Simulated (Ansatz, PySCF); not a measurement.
The pair A = BH3O (SMILES BO) (first 5 atoms), B = BH3O (SMILES BO); geometry from B3LYP-D3(BJ)/def2-TZVP.
(charge 0, multiplicity 1):
```
atom    x (Å)    y (Å)    z (Å)
----  -------  -------  -------
B     -0.7825   0.0336  -0.5596
O     -0.0546   0.1073   0.5840
H     -1.9254  -0.2731  -0.4420
H     -0.2691   0.2711  -1.6105
H      0.8693   0.3572   0.4669
B      0.8652  -0.0103   3.8609
O     -0.3659  -0.2658   3.3886
H      1.0431  -0.0901   5.0383
H      1.7561   0.2898   3.1098
H     -0.4293  -0.1800   2.4224
```

Frozen-core correlation. CBS(a, b) extrapolates the correlation energy as X⁻³ and adds the Hartree–Fock energy of set b. MP2 and its Hartree–Fock in aug-cc-pVTZ are density fitted.

The values were computed with Ansatz (Gaussian basis) for Hartree–Fock, density functionals and correlated methods; PySCF for the dispersion terms. Values without a source in brackets are computed.

The monomers are drawn apart, rigid, along the line of their centres of mass. Counterpoise-corrected interaction energies (kcal/mol):

```tsv
level	R = 4.327 Å	R = 5.086 Å
PBE/def2-TZVPPD	-2.7991	-1.2059
PBE-D3(BJ)/def2-TZVPPD	-3.2165	-1.3912
wB97M-V/def2-TZVPPD	-3.0311	-1.3331
MP2/CBS(aug-cc-pVDZ, aug-cc-pVTZ) + ΔCCSD(T)/aug-cc-pVDZ	-3.0856	-1.3490
```

### Question
R is the distance of the centres of mass. Find the local exponent m of E ∝ R⁻ᵐ between the two points.

### Answer

m = ln(E₁/E₂)/ln(R₂/R₁): PBE/def2-TZVPPD 5.2; PBE-D3(BJ)/def2-TZVPPD 5.2; wB97M-V/def2-TZVPPD 5.1; MP2/CBS(aug-cc-pVDZ, aug-cc-pVTZ) + ΔCCSD(T)/aug-cc-pVDZ 5.1. For scale, two fixed dipoles give m = 3, dipole and quadrupole 4, quadrupoles 5, and dispersion or dipole-induced dipole 6 at long range; at these distances several terms mix, and what is left of overlap and damping shifts m, so it need not match one of them.

Ansatz is a quantum-chemistry and plane-wave program.
